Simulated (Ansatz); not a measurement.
A nudged elastic band was laid between two geometries of ClH5W (7 atoms, charge 0, multiplicity 1).

Theory: RKS revPBE-D4/def2-SVP in Ansatz.

| Property | Result |
| --- | --- |
| movable images | 5 |
| climbing image | yes |
| spring | 50.0 eV/Å² |
| optimiser | quadratic models (default) |
| start path | through a guess of the saddle point |
| force threshold | 0.03 eV/Å |
| iteration limit | 60 |
| end points | relaxed |

Image 0:

```xyz
7
Properties=species:S:1:pos:R:3
W -0.224 -0.346 -0.224
H 0.167 -0.014 1.350
H 1.350 -0.014 0.167
H 0.200 1.230 0.200
H -1.459 0.505 0.584
Cl 0.280 -2.534 0.280
H 0.584 0.505 -1.459
```

Image 6:

```xyz
7
Properties=species:S:1:pos:R:3
W 0.137 -0.272 0.102
H -0.219 0.179 1.689
H 1.431 0.367 0.979
H 1.248 0.624 -0.799
H -1.422 0.329 0.350
Cl 0.241 -2.495 -0.232
H -0.515 0.599 -1.189
```

(1) What changes between the two ends?

(2) What energy profile does the band end with?

(3) What is the geometry of the highest image?

Results:

(1) No bond is made or broken.

(2) The run converged. The highest image is number 1 of 0 to 6, 0.033 eV above the first end and 0.752 eV above the last; the last end lies 0.719 eV below the first. The profile has 2 maxima (images 1, 4) with wells between them (image 3): this band takes more than one step, which may be the mechanism or a detour left from its start path. Another band between the same ends (5 images) ends at a top of the same energy, where a vibrational analysis finds 1 clearly imaginary mode.

```
image  path coordinate (Å)  energy (eV)
    0                 0.00        0.000
    1                 0.50        0.033
    2                 1.03       -0.114
    3                 1.57       -0.401
    4                 2.10       -0.371
    5                 2.63       -0.512
    6                 3.16       -0.719
```

(3) 
```xyz
7
Properties=species:S:1:pos:R:3:forces:R:3
W -0.189 -0.331 -0.199 0.00 0.00 0.00
H 0.080 0.214 1.341 0.00 0.00 0.00
H 1.358 -0.151 0.379 0.00 0.00 0.00
H 0.414 1.226 0.081 0.00 0.00 0.00
H -1.476 0.379 0.667 0.00 0.00 0.00
Cl 0.283 -2.552 0.164 0.00 0.00 0.00
H 0.429 0.545 -1.534 0.00 0.00 0.00
```

Time of the run: 86 s on 2 threads of Arm Neoverse V2, on a shared host, peak memory 0.15 GiB.
